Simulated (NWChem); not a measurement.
# GaH3; SMILES [GaH3]

Computed with NWChem. Structure relaxed at the PBE-D3(BJ)/def2-SVP level. Vertical excitations in the gas phase; the lowest state need not have the same character in each row.

Question: Among these, which level gives the lowest value of “lowest excitation, singlet (eV)”?
(A) LDA (Slater exchange, VWN5)/aug-cc-pVDZ, full TDDFT
(B) B3LYP/aug-cc-pVDZ, full TDDFT
(C) PBE/aug-cc-pVDZ, full TDDFT
(D) CAM-B3LYP/aug-cc-pVDZ, full TDDFT

Answer: A, LDA (Slater exchange, VWN5)/aug-cc-pVDZ, full TDDFT. Values: LDA (Slater exchange, VWN5)/aug-cc-pVDZ, full TDDFT 4.63; PBE/aug-cc-pVDZ, full TDDFT 4.80; B3LYP/aug-cc-pVDZ, full TDDFT 5.04; CAM-B3LYP/aug-cc-pVDZ, full TDDFT 5.17
